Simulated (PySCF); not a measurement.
CCl₂F, SMILES Cl[C](Cl)F, multiplicity 2. Atoms are numbered in the order given.

```xyz
4

F     -0.0844     1.6074     0.0000
C      0.3174     0.3479     0.0000
Cl    -0.0337    -0.4869     1.4802
Cl    -0.0337    -0.4869    -1.4802
```
Charge 0, spin multiplicity 2.

The structure is a stationary point at B3LYP-D3(BJ)/def2-SVP. The isomer is the one that the SMILES or the coordinates give; other isomers of the formula were not compared.

These are r2SCAN/def2-TZVPD in PySCF values and carry that method's errors.

Mulliken values depend strongly on the basis, most of all with diffuse functions as here. ESP charges are fitted to the potential on shells at 1.4 to 2.0 van der Waals radii. Atomic charges (e):

```tsv
atom	ESP fit	meta-Löwdin	Mulliken spin
F1	[?]	-0.20	0.05
C2	[?]	0.19	0.77
Cl3	[?]	0.01	0.09
Cl4	[?]	0.01	0.09
```

What belongs in the gaps? (An estimate is asked for; the answer gives what the named calculation found.)


- F1, ESP fit: -0.03
- C2, ESP fit: 0.01
- Cl3, ESP fit: 0.01
- Cl4, ESP fit: 0.01
